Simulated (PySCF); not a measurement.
silanone (H₂OSi), singlet, at a GFN2-xTB geometry; HF/def2-SVPD (PySCF).

Input for PySCF:
```python
from pyscf import gto, scf

mol = gto.Mole()
mol.atom = '''
    Si    0.06685327   -0.42675674    0.00274181
    O    -0.16591088    1.05908930   -0.00680439
    H    -0.98465592   -1.43401683   -0.00031696
    H     1.37599714   -1.06410322    0.01636676
'''
mol.basis = 'def2-svpd'
mol.verbose = 4
mol.build()

mf = scf.RHF(mol)
mf.kernel()
```

Output, abridged:

```
PySCF version 2.14.0

[INPUT] verbose = 4
[INPUT] num. atoms = 4
[INPUT] num. electrons = 24
[INPUT] charge = 0
[INPUT] spin (= nelec alpha-beta = 2S) = 0
[INPUT] symmetry False subgroup None
[INPUT] Mole.unit = angstrom
[INPUT] Symbol           X                Y                Z      unit          X                Y                Z       unit  Magmom
[INPUT]  1 Si     0.066853270000  -0.426756740000   0.002741810000 AA    0.126334370832  -0.806453360412   0.005181269986 Bohr   0.0
[INPUT]  2 O     -0.165910880000   1.059089300000  -0.006804390000 AA   -0.313526124286   2.001388718457  -0.012858433545 Bohr   0.0
[INPUT]  3 H     -0.984655920000  -1.434016830000  -0.000316960000 AA   -1.860730015732  -2.709899066717  -0.000598967592 Bohr   0.0
[INPUT]  4 H      1.375997140000  -1.064103220000   0.016366760000 AA    2.600257742785  -2.010863654068   0.030928693946 Bohr   0.0

nuclear repulsion = 53.0306092300045
number of shells = 27
number of NR pGTOs = 95
number of NR cGTOs = 63
basis = def2-svpd
ecp = {}

******** <class 'pyscf.scf.hf.RHF'> ********
method = RHF
initial guess = minao
damping factor = 0
level_shift factor = 0
DIIS = <class 'pyscf.scf.diis.CDIIS'>
diis_start_cycle = 1
diis_space = 8
diis_damp = 0
SCF conv_tol = 1e-09
SCF conv_tol_grad = None
SCF max_cycles = 50
direct_scf = True
direct_scf_tol = 1e-13
Set gradient conv threshold to 3.16228e-05
Initial guess from minao.
init E= -364.628901562566
  HOMO = -0.369936587254048  LUMO = -0.0342449486259131  gap/eV = 9.13463
cycle= 1 E= -364.653314699736  delta_E= -0.0244  |g|= 0.735  |ddm|= 1.85
  HOMO = -0.292821965175322  LUMO = 0.00884187856409469  gap/eV = 8.20869
cycle= 2 E= -364.680051983184  delta_E= -0.0267  |g|= 0.72  |ddm|= 1.23
  HOMO = -0.450978125803671  LUMO = 0.0200059353058406  gap/eV = 12.81613
cycle= 3 E= -364.785706146137  delta_E= -0.106  |g|= 0.0431  |ddm|= 0.567
  HOMO = -0.444637584114462  LUMO = 0.0360775268534343  gap/eV = 13.08092
cycle= 4 E= -364.786595744282  delta_E= -0.00089  |g|= 0.0106  |ddm|= 0.115
  HOMO = -0.446689465344011  LUMO = 0.0354455032634711  gap/eV = 13.11956
cycle= 5 E= -364.786676554067  delta_E= -8.08e-05  |g|= 0.00391  |ddm|= 0.0284
  HOMO = -0.447079596632272  LUMO = 0.0354371930858517  gap/eV = 13.12995
cycle= 6 E= -364.786693714795  delta_E= -1.72e-05  |g|= 0.00157  |ddm|= 0.0123
  HOMO = -0.447574880819743  LUMO = 0.0356125612104816  gap/eV = 13.14820
cycle= 7 E= -364.786696454922  delta_E= -2.74e-06  |g|= 0.000373  |ddm|= 0.00584
  HOMO = -0.447684507110681  LUMO = 0.0356446760876374  gap/eV = 13.15206
cycle= 8 E= -364.786696580562  delta_E= -1.26e-07  |g|= 5.16e-05  |ddm|= 0.00118
  HOMO = -0.447705467795703  LUMO = 0.0356434760386608  gap/eV = 13.15259
cycle= 9 E= -364.786696583512  delta_E= -2.95e-09  |g|= 1.39e-05  |ddm|= 0.000166
  HOMO = -0.447708126275511  LUMO = 0.0356443909124202  gap/eV = 13.15269
cycle= 10 E= -364.786696583681  delta_E= -1.69e-10  |g|= 2.54e-06  |ddm|= 4.66e-05
  HOMO = -0.447708617986957  LUMO = 0.0356442948891353  gap/eV = 13.15270
Extra cycle  E= -364.786696583685  delta_E= -4.72e-12  |g|= 1.21e-06  |ddm|= 4.32e-06
converged SCF energy = -364.786696583685
```
